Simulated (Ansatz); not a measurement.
| atom | x (Å) | y (Å) | z (Å) |
| --- | --- | --- | --- |
| B | -0.0001 | 0.0004 | -0.0009 |
| H | 1.2056 | -0.0002 | -0.0003 |
| H | -0.6036 | 1.0455 | 0.0007 |
| H | -0.6027 | -1.0456 | -0.0004 |

Basis set: def2-TZVP (spherical functions). Left uncorrelated: 1 orbital. Charge 0, multiplicity 1.

Computed with Ansatz (development build ahead of 0.2.0); each method stands on the lowest determinant of its kind that the runs found. Restricted open shells among the atoms or ions are ROHF, correlated in semicanonical orbitals with singles.

The atomization energy at this shape (free ground-state atoms in the same class of orbitals less the molecule, no zero-point energy) of singlet BH₃:

```
 method  atomization energy
RHF-MP2            11.71 eV
```

Q: What does RHF give?

A: 10.12 eV.
